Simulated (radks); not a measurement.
Results of a calculation; reference values are marked as such.
Effect of the nuclear size on neutral strontium, [Kr] 5s2. Level of theory: Dirac Kohn-Sham, BLYP, spin-unpolarised, spherical densities, finite nucleus; Fermi nuclear charge, rms radius 4.224 fm (a radial shooting solver on a logarithmic mesh with Libxc functionals). The rms radius is varied about that value; shifts are against it.

\begin{tabular}{lrrrrrrr}
rms radius (fm) & total energy shift (eV) & density at nucleus (e/bohr^3) & 1s1/2 shift (meV) & 2s1/2 shift (meV) & 3p1/2 shift (meV) & 4s1/2 shift (meV) & 4p1/2 shift (meV) \\ \hline
3.6073 & -0.225 & 6.187e+04 & -95.4 & -9.83 & 0.172 & -0.192 & 0.049 \\
3.8607 & -0.137 & 6.149e+04 & -57.8 & -5.96 & 0.104 & -0.117 & 0.030 \\
4.224 & 0 & 6.1e+04 & 0.000 & 0.000 & 0.000 & 0.000 & 0.000 \\
4.5324 & 0.125 & 6.062e+04 & 52.8 & 5.44 & -0.095 & 0.107 & -0.027 \\
5.2673 & 0.454 & 5.982e+04 & 192 & 19.8 & -0.346 & 0.388 & -0.099 \\
\end{tabular}

Slopes of the eigenvalues against <r^2> in GHz/fm^2, as finite differences over the two radii next to the reference (eigenvalue slopes, not the field-shift constants of lines): 1s1/2 4750, 2s1/2 489, 3p1/2 -8.54, 4s1/2 9.58, 4p1/2 -2.45.
